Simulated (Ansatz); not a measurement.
CH5ClFNSi can be A, `C[Si](N)(F)Cl`, or B, `NC(F)[SiH2]Cl`.

Calculated with Ansatz (gas phase, PBE0-D4/def2-TZVP geometries, no zero-point term in ΔE). CCSD(T)/CBS is the MP2 limit (def2-TZVPP, def2-QZVPP) plus CCSD(T) − MP2 in def2-TZVPP, frozen cores. DFT in def2-TZVPP. B3LYP here is the variant with VWN-RPA as its local correlation; programs differ in this. Each species was taken in one conformer, which may not be the lowest.

A:

```xyz
10

C    -0.028   -1.366   -0.381
Si    0.457    0.388   -0.088
N    -0.766    1.267    0.682
F     0.886    1.003   -1.500
Cl    2.125    0.544    1.089
H    -0.216   -1.877    0.564
H     0.762   -1.896   -0.916
H    -0.936   -1.415   -0.988
H    -0.565    2.123    1.172
H    -1.720    1.228    0.365
```

B:

```xyz
10

N    -1.439    0.374    0.200
C    -0.218   -0.124    0.663
F     0.386    0.699    1.662
Si    1.088   -0.247   -0.709
Cl    0.573   -1.742   -2.016
H    -1.371    1.266   -0.269
H    -2.170    0.394    0.897
H    -0.379   -1.091    1.148
H     1.119    1.039   -1.447
H     2.410   -0.568   -0.130
```

Which isomer does CCSD(T)/CBS put lower? Give the gap. (An estimate is asked.)

Ansatz gave: A, by 378.5 kJ/mol.

Give E(B) − E(A) in kJ/mol with B3LYP-D4, MP2/def2-TZVPP, CCSD/def2-TZVPP, PBE-D4, ωB97M-V, HF/def2-TZVPP, B2PLYP. (Best estimate.)

Computed: B3LYP-D4 362.6, MP2/def2-TZVPP 387.8, CCSD/def2-TZVPP 375.5, PBE-D4 344.6, ωB97M-V 370.4, HF/def2-TZVPP 377.8, B2PLYP 370.9. None reverses the order clearly.

Largest T1 diagnostic: 0.011.

From PBE to PBE0 (25 % exact exchange), in def2-TZVPP and without D4, E(B) − E(A) moves by +15.4 kJ/mol. The D4 term adds +3.0 kJ/mol with B3LYP and +1.5 kJ/mol with PBE0; it sums over pairs of atoms, weighted by their polarisabilities, and B3LYP, whose exchange is more repulsive, gets the larger term.
